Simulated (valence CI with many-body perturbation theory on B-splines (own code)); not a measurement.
Tb³³⁺: calculated level list

Method: configuration interaction combined with many-body perturbation theory (CI+MBPT): four valence electrons over a frozen Dirac-Fock core [Ar] 3d10, radial functions for each j: 11 s, 11 p, 10 d, 8 f, 5 g, 2 h, with the one-electron correlation potential Σ1, the two-electron term Σ2, the three-electron term Σ3, Breit, model QED; selected CI, second order for the rest, scaled by the run's own slope (own B-spline code, finite nucleus).

No measured spectrum was set against this ion. As an estimate, large intervals hold to a few tenths of a per cent, small ones and those within an open d or f shell to about a per cent. Among the levels kept, up to 400 cm⁻¹ of a level comes from second order outside the variational space, and about a tenth of that is noise between levels of different J, which matters for small intervals.

Levels 1 to 45 of 187, with energies above the lowest level, (4s^2 4p1/2^2) J=0. "Leading %" is the weight of the configuration and term that name the level; weights of strongly mixed levels are sums over their largest components and can fall short. In the jj column 3d3/2^4 stands for four electrons in 3d with j = 3/2. Lifetimes count E1, E2, E3, M1 and M2 decay at the calculated energies, and are blank where another channel may lead or the interval is too uncertain; long ones can be off by a factor of two.

| No. | Configuration | Term | J | E (eV) | Leading % | Second component | Lifetime | Leading jj |
| --- | --- | --- | --- | --- | --- | --- | --- | --- |
| 1 | 4s2.4p2 | 3P | 0 | 0.00 | 72 | 27 % 4s2.4p2 1S |  | 4s^2 4p1/2^2 (99 %) |
| 2 | 4s2.4p2 | 3P | 1 | 43.79 | 99 |  | 1.75 μs | 4s^2 4p1/2 4p3/2 (99 %) |
| 3 | 4s2.4p2 | 1D | 2 | 47.28 | 61 | 38 % 4s2.4p2 3P | 109 μs | 4s^2 4p1/2 4p3/2 (99 %) |
| 4 | 4s2.4p2 | 3P | 2 | 93.71 | 60 | 38 % 4s2.4p2 1D | 944 ns | 4s^2 4p3/2^2 (98 %) |
| 5 | 4s2.4p2 | 1S | 0 | 101.44 | 71 | 27 % 4s2.4p2 3P | 659 ns | 4s^2 4p3/2^2 (98 %) |
| 6 | 4s.4p3 | 3P° | 2 | 117.74 | 41 | 40 % 4s.4p3 5S° | 82.0 ps | 4s 4p1/2^2 4p3/2 (94 %) |
| 7 | 4s.4p3 | 3D° | 1 | 129.77 | 42 | 21 % 4s.4p3 3P° | 7.26 ps | 4s 4p1/2^2 4p3/2 (90 %) |
| 8 | 4s.4p3 | 3D° | 2 | 157.87 | 46 | 42 % 4s.4p3 5S° | 76.4 ps | 4s 4p1/2 4p3/2^2 (90 %) |
| 9 | 4s2.4p.4d | 3F° | 2 | 164.62 | 59 | 23 % 4s2.4p.4d 1D° | 733 ps | 4s^2 4p1/2 4d3/2 (85 %) |
| 10 | 4s.4p3 | 3D° | 3 | 164.79 | 89 | 7 % 4s2.4p.4d 3D° | 72.9 ps | 4s 4p1/2 4p3/2^2 (89 %) |
| 11 | 4s.4p3 | 3P° | 0 | 172.26 | 96 |  | 10.3 ps | 4s 4p1/2 4p3/2^2 (96 %) |
| 12 | 4s.4p3 | 3S° | 1 | 174.65 | 28 | 26 % 4s.4p3 3P° | 2.86 ps | 4s 4p1/2 4p3/2^2 (67 %) |
| 13 | 4s.4p3 | 3P° | 1 | 179.65 | 38 | 31 % 4s.4p3 1P° | 2.72 ps | 4s 4p1/2 4p3/2^2 (73 %) |
| 14 | 4s.4p3 | 1D° | 2 | 179.93 | 43 | 24 % 4s2.4p.4d 3F° | 4.69 ps | 4s 4p1/2 4p3/2^2 (66 %) |
| 15 | 4s2.4p.4d | 3F° | 3 | 185.32 | 65 | 15 % 4s2.4p.4d 1F° | 6.07 ps | 4s^2 4p1/2 4d5/2 (86 %) |
| 16 | 4s2.4p.4d | 3D° | 1 | 185.35 | 24 | 22 % 4s.4p3 3D° | 1.54 ps | 4s^2 4p1/2 4d3/2 (54 %) |
| 17 | 4s2.4p.4d | 3P° | 2 | 187.51 | 40 | 26 % 4s2.4p.4d 3D° | 2.48 ps | 4s^2 4p1/2 4d5/2 (79 %) |
| 18 | 4s.4p3 | 3P° | 2 | 213.75 | 37 | 16 % 4s.4p3 1D° | 21.8 ps | 4s 4p3/2^3 (70 %) |
| 19 | 4s2.4p.4d | 3P° | 1 | 221.37 | 36 | 28 % 4s2.4p.4d 3D° | 1.89 ps | 4s^2 4p3/2 4d3/2 (69 %) |
| 20 | 4s2.4p.4d | 3D° | 2 | 222.75 | 45 | 33 % 4s2.4p.4d 1D° | 1.50 ps | 4s^2 4p3/2 4d3/2 (85 %) |
| 21 | 4s2.4p.4d | 3P° | 0 | 224.45 | 95 |  | 1.77 ps | 4s^2 4p3/2 4d3/2 (95 %) |
| 22 | 4s2.4p.4d | 3F° | 4 | 224.59 | 99 |  | 2.04 μs | 4s^2 4p3/2 4d5/2 (99 %) |
| 23 | 4s2.4p.4d | 3D° | 3 | 225.06 | 39 | 32 % 4s2.4p.4d 3F° | 1.64 ps | 4s^2 4p3/2 4d3/2 (81 %) |
| 24 | 4s2.4p.4d | 3P° | 1 | 233.48 | 34 | 18 % 4s.4p3 1P° | 2.15 ps | 4s 4p3/2^3 (54 %) |
| 25 | 4s2.4p.4d | 3P° | 2 | 236.58 | 36 | 20 % 4s2.4p.4d 1D° | 2.19 ps | 4s^2 4p3/2 4d5/2 (66 %) |
| 26 | 4s.4p2.4d | 5F | 1 | 240.61 | 52 | 28 % 4s.4p2.4d 3D | 35.0 ps | 4s 4p1/2^2 4d3/2 (93 %) |
| 27 | 4s2.4p.4d | 1F° | 3 | 240.65 | 55 | 42 % 4s2.4p.4d 3D° | 1.84 ps | 4s^2 4p3/2 4d5/2 (85 %) |
| 28 | 4s.4p2.4d | 5F | 2 | 241.95 | 23 | 20 % 4s.4p2.4d 3P | 47.0 ps | 4s 4p1/2^2 4d3/2 (78 %) |
| 29 | 4s2.4p.4d | 1P° | 1 | 245.71 | 59 | 14 % 4s2.4p.4d 3D° | 1.94 ps | 4s^2 4p3/2 4d5/2 (71 %) |
| 30 | 4p4 | 3P | 2 | 250.81 | 40 | 18 % 4p4 1D | 6.53 ps | 4p1/2^2 4p3/2^2 (58 %) |
| 31 | 4s.4p2.4d | 5D | 3 | 254.94 | 28 | 22 % 4s.4p2.4d 3D | 8.38 ps | 4s 4p1/2^2 4d5/2 (88 %) |
| 32 | 4p4 | 1S | 0 | 260.21 | 51 | 36 % 4p4 3P | 4.55 ps | 4p1/2^2 4p3/2^2 (86 %) |
| 33 | 4s.4p2.4d | 3F | 2 | 267.15 | 32 | 17 % 4s.4p2.4d 1D | 3.98 ps | 4s 4p1/2^2 4d5/2 (59 %) |
| 34 | 4s.4p2.4d | 5D | 1 | 278.70 | 56 | 18 % 4s.4p2.4d 5F | 53.7 ps | 4s 4p1/2 4p3/2 4d3/2 (94 %) |
| 35 | 4s.4p2.4d | 5D | 0 | 278.75 | 87 | 11 % 4s.4p2.4d 3P | 53.8 ps | 4s 4p1/2 4p3/2 4d3/2 (96 %) |
| 36 | 4s.4p2.4d | 5F | 2 | 279.42 | 43 | 19 % 4s.4p2.4d 5D | 15.7 ps | 4s 4p1/2 4p3/2 4d3/2 (92 %) |
| 37 | 4s.4p2.4d | 5F | 3 | 280.92 | 49 | 31 % 4s.4p2.4d 3F | 32.1 ps | 4s 4p1/2 4p3/2 4d3/2 (89 %) |
| 38 | 4s.4p2.4d | 5F | 4 | 285.50 | 56 | 24 % 4s.4p2.4d 3G | 190 ps | 4s 4p1/2 4p3/2 4d3/2 (66 %) |
| 39 | 4s.4p2.4d | 5D | 4 | 287.99 | 55 | 27 % 4s.4p2.4d 3F | 390 ps | 4s 4p1/2 4p3/2 4d5/2 (84 %) |
| 40 | 4s.4p2.4d | 3F | 2 | 291.21 | 50 | 11 % 4p4 1D | 6.75 ps | 4s 4p1/2 4p3/2 4d3/2 (68 %) |
| 41 | 4p4 | 3P | 1 | 292.42 | 49 | 24 % 4s.4p2.4d 3P | 6.93 ps | 4p1/2 4p3/2^3 (49 %) |
| 42 | 4p4 | 1D | 2 | 293.20 | 16 | 15 % 4s.4p2.4d 5D | 7.40 ps | 4s 4p1/2 4p3/2 4d5/2 (67 %) |
| 43 | 4s.4p2.4d | 5P | 3 | 293.46 | 45 | 16 % 4s.4p2.4d 3F | 2.11 ps | 4s 4p1/2 4p3/2 4d3/2 (52 %) |
| 44 | 4s.4p2.4d | 5F | 5 | 294.99 | 53 | 46 % 4s.4p2.4d 3G | 131 ps | 4s 4p1/2 4p3/2 4d5/2 (95 %) |
| 45 | 4s.4p2.4d | 3G | 3 | 295.12 | 52 | 20 % 4s.4p2.4d 1F | 11.6 ps | 4s 4p1/2 4p3/2 4d3/2 (84 %) |

The ionisation energy to 4s2.4p 2P°_1/2 of the next ion comes out as 1395.1 eV (NIST: 1393 ± 5 eV (theoretical)). All 187 levels together are meant to be complete up to 448.97 eV.
